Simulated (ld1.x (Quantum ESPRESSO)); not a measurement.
**As, TM: configuration errors across variants**

```
Element                 : arsenic
Generator               : ld1.x (Quantum ESPRESSO) 7.5
Type                    : norm-conserving Troullier–Martins (Kleinman–Bylander form)
Functional              : BLYP
Relativity              : scalar-relativistic
Frozen core             : [Ar] 3d10
Valence charge          : 5
Reference configuration : 4s2 4p2 (charge +1)
Partial waves           : 4p (bound): rc 1.70 bohr; 4d channel at 0.5 Ry: rc 1.30 bohr; 4s (bound): rc 1.20 bohr
Local potential         : the s channel
Core correction         : Bessel-smoothed model core inside 0.70 bohr
```

All-electron excitation energies from the reference (eV): (1) 4s2 4p3 -9.031; (2) 4s2 4p1 17.856; (3) 4s2 4p0 45.610; (4) 4s2 4p2.5 -5.539; (5) 4s0 4p5 10.168; (6) 4s2 4p3.3 -10.226; (7) 4s1 4p0 96.448.

3 further variants failed, have other tests or another functional or relativity, and are left out.

A true bound ghost makes a file unfit for plane-wave use even where its test errors are small: the radial tests pick states by their node count and pass the ghost by.

Errors AE − PS in meV (a dash: test not solved or not reliable):

```csv
change,(1),(2),(3),(4),(5),(6),(7),bound ghosts
base,-3.6,-12,-48,-0.8,-47,-5.6,-250,"p, d"
local potential the d channel,+0.4,-8.7,-50,+0.3,-45,+0.5,-256,"s, p"
wave 4d channel at 0.5 Ry: rc 1.30 bohr becomes 4d channel at 0.5 Ry: rc 0.90 bohr,-3.6,-12,-48,-0.8,-47,-5.6,-250,p
"all radii but the core radius scaled by about 1.29 (s 1.54, p 2.18, d 1.68 bohr)",-1.4,-13,-70,-0.2,-11,-2.1,-294,d
wave 4d channel at 0.5 Ry: rc 1.30 bohr becomes 4d channel at -0.08 Ry: rc 1.30 bohr,-3.6,-12,-48,-0.8,-47,-5.6,-250,"p, d"
```

Question: Give the same row for: wave 4p (bound): rc 1.70 bohr becomes 4p (bound): rc 1.76 bohr.

Answer: -3.6, -12, -48, -0.7, -48, -5.6, -249; bound ghosts: p, d.
